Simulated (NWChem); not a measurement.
System: C₂H₇OSc; SMILES [CH3][Sc]([CH3])[OH]

NWChem printed, in part:

```
             Northwest Computational Chemistry Package (NWChem) 7.3.0
             --------------------------------------------------------

                             Geometry "geometry" -> ""
                             -------------------------

 Output coordinates in angstroms (scale by  1.889725989 to convert to a.u.)

  No.       Tag          Charge          X              Y              Z
 ---- ---------------- ---------- -------------- -------------- --------------
    1 Sc                  21.0000     0.08442000     0.01459200     0.00023800
    2 O                    8.0000     1.93478000    -0.02245300    -0.00150800
    3 H                    1.0000     2.86627500     0.21639900    -0.00256600
    4 C                    6.0000    -1.02195800    -1.89164400     0.00090900
    5 H                    1.0000    -0.79600600    -2.51206100    -0.88166100
    6 H                    1.0000    -2.11286000    -1.73559800     0.00831600
    7 H                    1.0000    -0.78474500    -2.51902300     0.87549700
    8 C                    6.0000    -1.05880100     1.90128700    -0.00000900
    9 H                    1.0000    -2.14644200     1.72349200    -0.00317500
   10 H                    1.0000    -0.84123300     2.53256400    -0.87732600
   11 H                    1.0000    -0.84600500     2.52950000     0.88070300

 Effective nuclear repulsion energy (a.u.)     193.0538205566

                              NWChem Property Module
                              ----------------------

  itol2e modified to match energy
  convergence criterion.

                                 NWChem DFT Module
                                 -----------------

 Summary of "ao basis" -> "ao basis" (spherical)
 ------------------------------------------------------------------------------
       Tag                 Description            Shells   Functions and Types
 ---------------- ------------------------------  ------  ---------------------
 Sc                         pcsseg-1                15       45   5s6p3d1f
 O                          pcsseg-1                 7       17   3s3p1d
 H                          pcsseg-1                 3        5   2s1p
 C                          pcsseg-1                 7       17   3s3p1d

  itol2e modified to match energy
  convergence criterion.

            General Information
            -------------------
          SCF calculation type: DFT
          Wavefunction type:  closed shell.
          No. of atoms     :    11
          No. of electrons :    48
           Alpha electrons :    24
            Beta electrons :    24
          Charge           :     0
          Spin multiplicity:     1
          Use of symmetry is: off; symmetry adaption is: off
          Maximum number of iterations: 150
          AO basis - number of functions:   131
                     number of shells:    57
          Convergence on energy requested:  1.00D-07
          Convergence on density requested:  1.00D-05
          Convergence on gradient requested:  5.00D-04

              XC Information
              --------------
                        BHLYP Method XC Functional
                     Hartree-Fock (Exact) Exchange  0.500
                        Slater Exchange Functional  0.500 local
                    Becke 1988 Exchange Functional  0.500 non-local
              Lee-Yang-Parr Correlation Functional  1.000

             Grid Information
             ----------------
          Grid used for XC integration:  fine
          Radial quadrature: Mura-Knowles
          Angular quadrature: Lebedev.
          Tag              B.-S. Rad. Rad. Pts. Rad. Cut. Ang. Pts.
          ---              ---------- --------- --------- ---------
          Sc                  1.60      140          10.0       974
          O                   0.60       70          12.0       590
          H                   0.35       60          13.0       590
          C                   0.70       70          12.0       590
          Grid pruning is: on
          Number of quadrature shells:   770
          Spatial weights used:  Erf1

      Superposition of Atomic Density Guess
      -------------------------------------

 Sum of atomic energies:        -913.17198754

      Non-variational initial energy
      ------------------------------

 Total energy =    -914.385996
 1-e energy   =   -1630.075514
 2-e energy   =     522.635697
 HOMO         =      -0.304946
 LUMO         =      -0.072797

   convergence    iter        energy       DeltaE   RMS-Dens  Diis-err
 ---------------- ----- ----------------- --------- --------- ---------
 d= 0,ls=0.0,diis     1   -915.9918537664 -1.11D+03  1.13D-02  1.62D+00
 d= 0,ls=0.0,diis     2   -915.7704613463  2.21D-01  6.65D-03  4.24D+00
 d= 0,ls=0.0,diis     3   -916.1760789554 -4.06D-01  1.16D-03  3.97D-02
 d= 0,ls=0.0,diis     4   -916.1797907886 -3.71D-03  4.73D-04  1.32D-02
 d= 0,ls=0.0,diis     5   -916.1814176956 -1.63D-03  1.76D-04  4.13D-04
  Resetting Diis
 d= 0,ls=0.0,diis     6   -916.1814883290 -7.06D-05  6.80D-05  3.75D-05
 d= 0,ls=0.0,diis     7   -916.1815027389 -1.44D-05  2.84D-05  4.31D-06
 d= 0,ls=0.0,diis     8   -916.1815042988 -1.56D-06  7.75D-06  1.23D-06
 d= 0,ls=0.0,diis     9   -916.1815046012 -3.02D-07  7.44D-06  3.41D-07
 d= 0,ls=0.0,diis    10   -916.1815047249 -1.24D-07  3.79D-06  1.12D-07
 d= 0,ls=0.0,diis    11   -916.1815047485 -2.36D-08  3.39D-07  2.03D-09

         Total DFT energy =     -916.181504748466
      One electron energy =    -1635.912517559994
           Coulomb energy =      587.647697037631
    Exchange-Corr. energy =      -60.970504782741
 Nuclear repulsion energy =      193.053820556638

 Numeric. integr. density =       48.000001587030

                       DFT Final Molecular Orbital Analysis
                       ------------------------------------

 Vector   22  Occ=2.000000D+00  E=-3.932749D-01
              MO Center=  1.6D+00, -7.7D-02, -1.1D-03, r^2= 1.8D+00
   Bfn.  Coefficient  Atom+Function         Bfn.  Coefficient  Atom+Function
  ----- ------------  ---------------      ----- ------------  ---------------
    56      0.433993   2 O  py               53      0.426481   2 O  py
    50      0.223814   2 O  py               24      0.099050   1 Sc d -2
    55     -0.095335   2 O  px               52     -0.090916   2 O  px
    90     -0.090536   6 H  s                29      0.081061   1 Sc d -2
    74      0.068948   4 C  px               34      0.066956   1 Sc d -2

 Vector   23  Occ=2.000000D+00  E=-3.084687D-01
              MO Center= -8.0D-01,  1.5D-01,  4.0D-04, r^2= 4.0D+00
   Bfn.  Coefficient  Atom+Function         Bfn.  Coefficient  Atom+Function
  ----- ------------  ---------------      ----- ------------  ---------------
     3      0.322265   1 Sc s               110      0.241718   8 C  py
   107      0.226042   8 C  py               78     -0.221762   4 C  py
     4     -0.217588   1 Sc s                75     -0.208019   4 C  py
   102     -0.164748   8 C  s                70     -0.146823   4 C  s
   109     -0.144859   8 C  px              106     -0.137161   8 C  px

 Vector   24  Occ=2.000000D+00  E=-2.864731D-01
              MO Center= -7.8D-01, -1.3D-01,  4.4D-04, r^2= 4.0D+00
   Bfn.  Coefficient  Atom+Function         Bfn.  Coefficient  Atom+Function
  ----- ------------  ---------------      ----- ------------  ---------------
    78      0.251910   4 C  py               75      0.232739   4 C  py
   110      0.227815   8 C  py              107      0.209971   8 C  py
    24      0.190601   1 Sc d -2             70      0.187880   4 C  s
   102     -0.172545   8 C  s                16      0.170407   1 Sc py
    29      0.159267   1 Sc d -2             77      0.142973   4 C  px

[...]

          -----------------------------------------
          Chemical Shielding Tensors (GIAO, in ppm)
          -----------------------------------------

                                NWChem CPHF Module
                                ------------------

  scftype          =     RHF
  nclosed          =       24
  nopen            =        0
  variables        =     2568
  # of vectors     =        3
  tolerance        = 0.10D-03
  level shift      = 0.00D+00
  max iterations   =       50
  max subspace     =       30

 SCF residual:    1.3891391859567193E-005

Iterative solution of linear equations
  No. of variables     2568
  No. of equations        3
  Maximum subspace       30
        Iterations       50
       Convergence  1.0D-04

   iter   nsub   residual    time
   ----  ------  --------  ---------
     1      3    1.78D+00      77.7
     2      6    2.64D-01      85.3
     3      9    2.46D-02      93.1
     4     12    5.95D-03     100.7
     5     15    1.32D-03     108.6
     6     18    9.94D-05     116.4

      Atom:    1  Sc
        Diamagnetic
   1512.3671     -0.0611     -0.0098
     -0.0611   1511.9000     -0.0058
     -0.0098     -0.0058   1498.5253

        Paramagnetic
  -1149.7949      1.2228     -0.4342
      1.2228   -729.6625     -0.3677
     -0.4342     -0.3677  -2007.5367

        Total Shielding Tensor
    362.5723      1.1616     -0.4440
      1.1616    782.2375     -0.3736
     -0.4440     -0.3736   -509.0115

           isotropic =     211.9328
          anisotropy =     855.4621

          Principal Components and Axis System
                 1           2           3
              782.2409   -509.0118    362.5693

      1         0.0028      0.0005      1.0000
      2         1.0000      0.0003     -0.0028
      3        -0.0003      1.0000     -0.0005

      Atom:    2  O
        Diamagnetic
    419.0447      4.6641     -0.0397
      4.6641    384.0117     -0.0059
     -0.0397     -0.0059    382.4140

        Paramagnetic
    -39.4290    -54.7621     -0.2447
    -54.7621   -411.8101      0.1165
     -0.2447      0.1165   -335.8373

        Total Shielding Tensor
    379.6157    -50.0979     -0.2844
    -50.0979    -27.7984      0.1106
     -0.2844      0.1106     46.5768

           isotropic =     132.7980
          anisotropy =     379.3318

          Principal Components and Axis System
                 1           2           3
              385.6859     46.5766    -33.8683

      1         0.9927      0.0010      0.1203
      2        -0.1203      0.0008      0.9927
      3        -0.0009      1.0000     -0.0009

      Atom:    3  H
        Diamagnetic
     46.9128      5.1334     -0.0278
      5.1334     23.0824     -0.0060
     -0.0278     -0.0060     21.7430

        Paramagnetic
     -4.9596     -4.1251      0.0106
     -4.1251      0.0390      0.0052
      0.0106      0.0052      2.6048

        Total Shielding Tensor
     41.9531      1.0082     -0.0172
      1.0082     23.1214     -0.0008
     -0.0172     -0.0008     24.3478

           isotropic =      29.8075
          anisotropy =      18.2992

          Principal Components and Axis System
                 1           2           3
               42.0069     24.3478     23.0676

      1         0.9986      0.0010     -0.0533
      2         0.0533      0.0002      0.9986
      3        -0.0010      1.0000     -0.0001

      Atom:    4  C
        Diamagnetic
    251.7834      4.5471     -0.0131
      4.5471    254.6747     -0.0242
     -0.0131     -0.0242    248.3968

        Paramagnetic
    -97.6825     22.4587     -0.0662
     22.4587    -76.0435     -0.0152
     -0.0662     -0.0152   -101.2490

        Total Shielding Tensor
    154.1009     27.0058     -0.0793
     27.0058    178.6312     -0.0394
     -0.0793     -0.0394    147.1478

           isotropic =     159.9600
          anisotropy =      54.1001

          Principal Components and Axis System
                 1           2           3
              196.0267    147.1479    136.7053

      1         0.5415     -0.0028      0.8407
      2         0.8407      0.0037     -0.5415
      3        -0.0016      1.0000      0.0043

      Atom:    5  H
        Diamagnetic
     24.8514      0.3377     -1.4529
      0.3377     32.6774      7.6290
     -1.4529      7.6290     32.6489

        Paramagnetic
      5.3063     -1.3389      0.6776
     -1.3389     -1.4978     -5.3457
      0.6776     -5.3457      0.8732

        Total Shielding Tensor
     30.1577     -1.0012     -0.7753
     -1.0012     31.1796      2.2833
     -0.7753      2.2833     33.5221

           isotropic =      31.6198
          anisotropy =       5.3660

          Principal Components and Axis System
                 1           2           3
               35.1971     30.2720     29.3903

      1        -0.2302      0.7220      0.6525
      2         0.5236     -0.4733      0.7084
      3         0.8203      0.5047     -0.2691

      Atom:    6  H
        Diamagnetic
     40.1311      1.1670     -0.1014
      1.1670     26.8645     -0.0025
     -0.1014     -0.0025     24.0715

        Paramagnetic
     -6.0262     -2.0786      0.0729
     -2.0786      2.6645      0.0032
      0.0729      0.0032      7.4989

        Total Shielding Tensor
     34.1049     -0.9115     -0.0285
     -0.9115     29.5289      0.0007
     -0.0285      0.0007     31.5704

           isotropic =      31.7348
          anisotropy =       3.8180

          Principal Components and Axis System
                 1           2           3
               34.2801     31.5701     29.3540

      1         0.9820      0.0098      0.1884
      2        -0.1884     -0.0040      0.9821
      3        -0.0104      0.9999      0.0021

      Atom:    7  C
        Diamagnetic
    251.8137     -4.5448      0.0067
     -4.5448    254.5279     -0.0129
      0.0067     -0.0129    248.5282

        Paramagnetic
    -95.0392    -21.8693      0.0508
    -21.8693    -75.5898      0.0115
      0.0508      0.0115   -103.4692

        Total Shielding Tensor
    156.7745    -26.4141      0.0575
    -26.4141    178.9381     -0.0014
      0.0575     -0.0014    145.0589

           isotropic =     160.2572
          anisotropy =      54.3656

          Principal Components and Axis System
                 1           2           3
              196.5009    145.0593    139.2114

      1        -0.5537      0.0064      0.8327
      2         0.8327      0.0050      0.5537
      3        -0.0006      1.0000     -0.0081

      Atom:    8  H
        Diamagnetic
     40.1353     -0.8605      0.0439
     -0.8605     26.7807     -0.0007
      0.0439     -0.0007     24.0866

        Paramagnetic
     -5.8886      1.9551     -0.0314
      1.9551      2.6743      0.0012
     -0.0314      0.0012      7.4335

        Total Shielding Tensor
     34.2467      1.0946      0.0125
      1.0946     29.4550      0.0005
      0.0125      0.0005     31.5201

           isotropic =      31.7406
          anisotropy =       4.1165

          Principal Components and Axis System
                 1           2           3
               34.4849     31.5201     29.2168

      1         0.9771     -0.0039     -0.2127
      2         0.2126     -0.0018      0.9771
      3         0.0042      1.0000      0.0009

      Atom:    9  H
        Diamagnetic
     24.8920     -0.3927     -1.3445
     -0.3927     32.7390     -7.6504
     -1.3445     -7.6504     32.5956

        Paramagnetic
      5.2811      1.3739      0.6277
      1.3739     -1.3971      5.3885
      0.6277      5.3885      0.9309

        Total Shielding Tensor
     30.1731      0.9813     -0.7168
      0.9813     31.3419     -2.2619
     -0.7168     -2.2619     33.5265

           isotropic =      31.6805
          anisotropy =       5.2813

          Principal Components and Axis System
                 1           2           3
               35.2014     30.3592     29.4810

      1        -0.2206      0.6864      0.6929
      2        -0.5343      0.5093     -0.6746
      3         0.8160      0.5191     -0.2544
```

Level: BHandHLYP/pcSseg-1, GIAO. All runs use the structure optimised with B3LYP/6-31G* (spherical d). The output numbers the shielded atoms by their place in the input's list. The printed shielding anisotropy is the first printed principal value minus the mean of the other two.

Task: Reconstruct the input file.

Result: Several could match; the one computed here: the input that was run:
```
start job
memory heap 200 mb stack 900 mb global 1100 mb
geometry units angstroms noautosym nocenter noautoz
  Sc     0.084420     0.014592     0.000238
  O      1.934780    -0.022453    -0.001508
  H      2.866275     0.216399    -0.002566
  C     -1.021958    -1.891644     0.000909
  H     -0.796006    -2.512061    -0.881661
  H     -2.112860    -1.735598     0.008316
  H     -0.784745    -2.519023     0.875497
  C     -1.058801     1.901287    -0.000009
  H     -2.146442     1.723492    -0.003175
  H     -0.841233     2.532564    -0.877326
  H     -0.846005     2.529500     0.880703
end
basis spherical
  * library pcsseg-1
end
dft
  xc bhlyp
  iterations 150
end
property
  shielding 9 1 2 3 4 5 6 8 9 10
end
task dft property
```
